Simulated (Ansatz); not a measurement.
Reaction (ligand exchange at the Si–O bond): `O[SiH2][TeH]` + H₂S → `S[SiH2][TeH]` + H₂O

Program: Ansatz. Geometries: PBE0-D4/def2-TZVP. ΔE: electronic, gas phase. CBS: MP2 limit from def2 TZ/QZ plus the TZ coupled-cluster correction, frozen cores. This one scheme is used for every species. Functionals use def2-TZVPP. HSE06 is defined as in plane-wave codes. Elements past krypton have def2 core potentials. For Te outer-core shells are correlated without core-valence functions, which leaves a few kJ/mol of doubt a bond. One conformer a species, not always the lowest.

| level | ΔE (kJ/mol) | difference from CCSD(T)/CBS |
| --- | --- | --- |
| PBE-D4 | 23.2 | -6.6 |
| r2SCAN-D4 | 33.1 | 3.3 |
| B97M-V | 35.0 | 5.2 |
| HSE06-D4 | 24.1 | -5.7 |
| r2SCAN0 | 33.2 | 3.4 |
| BHLYP | 44.2 | 14.4 |
| HF/def2-SVP | 41.9 | 12.1 |
| CCSD/def2-TZVPP | 37.9 | 8.1 |
| HF/def2-QZVPP | 50.4 | 20.6 |
| MP2/def2-QZVPP | 28.8 | -1.0 |
| CCSD(T)/CBS | 29.8 | 0 |

Largest T1 diagnostic among the species: 0.011.

In def2-TZVPP, CCSD(T) changes the Hartree–Fock value by −14.2 kJ/mol (the triples alone add −2.7 kJ/mol) and MP2 by −17.8 kJ/mol. Leaving LDA and LC-ωPBE aside and taking each functional with its dispersion term where it has one, the values, not all of them listed here, spread over 21.2 kJ/mol, from revPBE-D4 to CAM-B3LYP-D4. LDA lies +3.9 kJ/mol from PBE without D4. At CCSD(T), def2-SVP lies +5.0 kJ/mol from the extrapolated value and def2-TZVPP +5.5 kJ/mol.
